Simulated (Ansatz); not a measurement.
One geometry of Au4Cl3, several levels of theory.

```yaml
crystal:
  periodic: [false, false, false]
  atoms:
    - {symbol: Au, position_ang: [0.091385, -1.702444, 0.190752]}
    - {symbol: Au, position_ang: [-0.746192, 1.537312, -0.201833]}
    - {symbol: Au, position_ang: [-2.466278, -1.471964, 0.071719]}
    - {symbol: Au, position_ang: [2.155756, 0.267842, 0.065701]}
    - {symbol: Cl, position_ang: [1.433051, 2.490939, -0.188084]}
    - {symbol: Cl, position_ang: [2.538680, -2.039144, 0.316142]}
    - {symbol: Cl, position_ang: [-3.006402, 0.917459, -0.254397]}
basis:
  gaussian: {orbitals: def2-TZVP, initial_orbitals: start.molden}
magnetization: {spin_polarized: true, initial_magnetization: 1}
hamiltonian: {xc: {name: r2SCAN0}, dispersion: d4}
scf: {omitted_lower_state_checks: [starts]}
output: {orbitals: {seedname: orbitals}}
```

The file start.molden holds the orbitals of an earlier run on this structure, at another level or in another basis.

```sh
$ ansatz run in.yaml --threads 4 --pin off --events-out ev --progress --plain --max-ram 4787MiB
```

Output, abridged:

```
Functional definition: r2SCAN0
2128 factors; integrals over basis functions are off by at most 5.6e-4 eV
mean field evaluation 1: about -52345.5749 eV, gradient 8.1e0 eV
mean field evaluation 2: about -52345.6772 eV, gradient 1.5e-1 eV
mean field evaluation 4: about -52346.1677 eV, gradient 5.4e-3 eV
mean field -52346.16774874 eV, -1923.6861832595 hartree, gradient 8.0e-5 eV, S^2 0.759101; 0 other end points of the search recorded, 0 dependent functions left out
reference -52346.16776803 eV, -1923.6861839683 hartree; 64, 63 occupied and 207, 208 virtual orbitals, 2128 factors
Total energy: -52346.32259251 eV, -1923.6918736629 hartree
Checks for a lower state left out: starts
```

Hardware: 4 threads of Arm Neoverse V1 on a shared host. Wall time 44 s, peak host memory 1.6 GiB.

The first input with `hamiltonian: {xc: pbe, dispersion: d4}`, `output: {forces: true, orbitals: {seedname: orbitals}}` (abridged; 15 s):

```
Functional definition: PBE
mean field -52338.41168791 eV, -1923.4011532809 hartree, gradient 2.5e-5 eV, S^2 0.751808
Total energy: -52338.95050374 eV, -1923.4209543975 hartree
Atom 0 force     0.323335    -0.000078     0.012004 eV/Å
Atom 1 force    -0.019899     0.026431    -0.002867 eV/Å
Atom 2 force    -0.086382     0.224136    -0.033176 eV/Å
Atom 3 force    -0.084054    -0.017740    -0.000144 eV/Å
Atom 4 force    -0.181513    -0.431157     0.031683 eV/Å
Atom 5 force    -0.292331     0.325583    -0.043951 eV/Å
Atom 6 force     0.340845    -0.127175     0.036450 eV/Å
Dipole moment:    -0.291696    -0.021020    -0.006434 e Å
Checks for a lower state left out: starts
```

As the first input, with `hamiltonian: {xc: {name: B3LYP}, dispersion: d4}` (abridged; 27 s):

```
Functional definition: B3LYP
mean field -52355.17314431 eV, -1924.0171254424 hartree, gradient 8.1e-5 eV, S^2 0.753733
Total energy: -52356.06982319 eV, -1924.0500777835 hartree
Checks for a lower state left out: starts
```

First input, but with `correlation: {method: mp2}` and without the key `hamiltonian` (abridged; 28 s):

```
Functional definition: HF
mean field -52188.47250287 eV, -1917.8909898632 hartree, gradient 7.0e-6 eV, S^2 0.780067
15 core orbitals not correlated: weight in the atoms' cores, before any rotation towards them, 1.000 or more for the frozen orbitals, at most 0.000 for the correlated occupied ones
second order -62.36759770 eV of doubles, -0.00000000 eV of singles
Total energy: -52250.84010057 eV, -1920.1829568043 hartree
Checks for a lower state left out: starts
```

The first input with `hamiltonian: {xc: pbe0, dispersion: d4}` (abridged; 28 s):

```
Functional definition: PBE0
mean field -52336.10716728 eV, -1923.3164637100 hartree, gradient 1.5e-5 eV, S^2 0.755792
Total energy: -52336.57875408 eV, -1923.3337942053 hartree
Checks for a lower state left out: starts
```

As the first input, with `hamiltonian: {xc: {name: BLYP}, dispersion: d4}` (abridged; 18 s):

```
Functional definition: BLYP
mean field -52346.83247330 eV, -1923.7106114362 hartree, gradient 2.3e-5 eV, S^2 0.751280
Total energy: -52347.92987704 eV, -1923.7509402798 hartree
Checks for a lower state left out: starts
```

As the first input, with `hamiltonian: {xc: r2scan, dispersion: d4}` (abridged; 36 s):

```
Functional definition: r2SCAN
mean field -52353.34557120 eV, -1923.9499633695 hartree, gradient 1.6e-5 eV, S^2 0.754774
Total energy: -52353.46395262 eV, -1923.9543138062 hartree
Checks for a lower state left out: starts
```

Geometry: r2SCAN-D4/def2-SVP.

In the def2 sets Au takes a core potential; there is no spin–orbit coupling. B3LYP takes the VWN-RPA correlation. Correlated methods freeze 15 core orbitals; core or outer-core shells of Au are correlated, in sets that lack core-valence functions. The structure comes from a short search, and lower isomers may exist.
